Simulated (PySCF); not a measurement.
Ionisation energy of S⁺ by level of theory

S⁺ [Ne] 3s2 3p3 (4S) → S²⁺ [Ne] 3s2 3p2 (3P), as a difference of total energies. Computed with PySCF 2.14 in aug-cc-pCVTZ-DK, with scalar relativity by spin-free X2C-1e. Correlated levels: valence: [Ne] frozen. The calculations carry no spin-orbit coupling.

```json
{"method": "UHF", "ionisation energy (eV)": "22.708", "plus first-order spin-orbit estimate": "22.645", "error of that sum (eV)": "-0.693"}
{"method": "MP2 (valence)", "ionisation energy (eV)": "23.331", "plus first-order spin-orbit estimate": "23.269", "error of that sum (eV)": "-0.069"}
{"method": "SCS-MP2 (valence)", "ionisation energy (eV)": "23.142", "plus first-order spin-orbit estimate": "23.080", "error of that sum (eV)": "-0.258"}
{"method": "CCSD (valence)", "ionisation energy (eV)": "23.264", "plus first-order spin-orbit estimate": "23.201", "error of that sum (eV)": "-0.137"}
{"method": "CCSD(T) (valence)", "ionisation energy (eV)": "23.303", "plus first-order spin-orbit estimate": "23.241", "error of that sum (eV)": "-0.097"}
```

Reference: 23.338 eV (measured; NIST Atomic Spectra Database, ionization energies).

A first-order spin-orbit estimate (lowest level to lowest level, LS coupling) adds -0.062 eV.

Errors of the correlated levels include the incompleteness of this basis and the frozen core.
